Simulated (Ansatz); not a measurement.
C4H2F4 (`FC(F)C#CC(F)F`). The species carries charge 0 and has multiplicity 1.

```xyz
10

F    -2.323   -0.586    1.517
C    -1.955   -0.609    0.216
F    -2.113   -1.873   -0.238
C    -0.562   -0.192    0.077
C     0.562    0.193   -0.074
C     1.955    0.610   -0.215
F     2.331    0.555   -1.513
F     2.107    1.885    0.208
H    -2.632    0.045   -0.344
H     2.630   -0.027    0.366
```

**Question.** What are the harmonic wavenumbers in cm⁻¹ at PBE0-D4/def2-TZVP (Ansatz, finite differences of forces, unscaled)? (Best estimate.)

**Answer.** Ansatz gave: 5i, 77, 111, 196, 231, 407, 501, 517, 593, 605, 691, 892, 1078, 1115, 1123, 1145, 1191, 1364, 1365, 1393, 1400, 2404, 3086, 3087.
